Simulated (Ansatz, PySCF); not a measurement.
Al(Cl)2(GeH3) (AlCl₂GeH₃), SMILES [Al]([Cl])([GeH3])[Cl].

Geometry optimised at PBE0-D3(BJ)/def2-SVP. The structure was generated by enumeration; whether it is a known compound was not checked.

Vertical ionisation energy (IE) and electron affinity (EA) in eV. Rows of orbital energies are one-electron estimates. Where ΔSCF, EOM or ADC give a negative EA the extra electron is unbound and the value depends on the basis.

| level | IE | EA |
|---|---|---|
| −ε(HOMO), −ε(LUMO), HF/def2-TZVP (PySCF) | 10.86 | -1.02 |
| −ε(HOMO), −ε(LUMO), PBE/def2-TZVP (PySCF) | 7.19 | 2.53 |
| ΔSCF, CAM-B3LYP/def2-SVPD (Ansatz), final states of multiplicity 2 and 2 | ___ | ___ |
| ΔSCF, PBE/def2-SVPD (Ansatz), final states of multiplicity 2 and 2 | 9.97 | 0.36 |

Problem. Fill in the missing entries. (The exact figures need the calculation; the answer reports its results.)

Solution. 
- ΔSCF, CAM-B3LYP/def2-SVPD (Ansatz, an electronic-structure program), final states of multiplicity 2 and 2, IE: 10.46
- ΔSCF, CAM-B3LYP/def2-SVPD (Ansatz), final states of multiplicity 2 and 2, EA: 0.25

Problem. What vertical singlet–triplet gap does ΔSCF give with CAM-B3LYP/def2-SVPD (Ansatz) and with PBE/def2-SVPD (Ansatz)? (Estimate from the structure and the level; the computed values follow.)

Solution. 4.81 and 4.34 eV (triplet above singlet where positive).
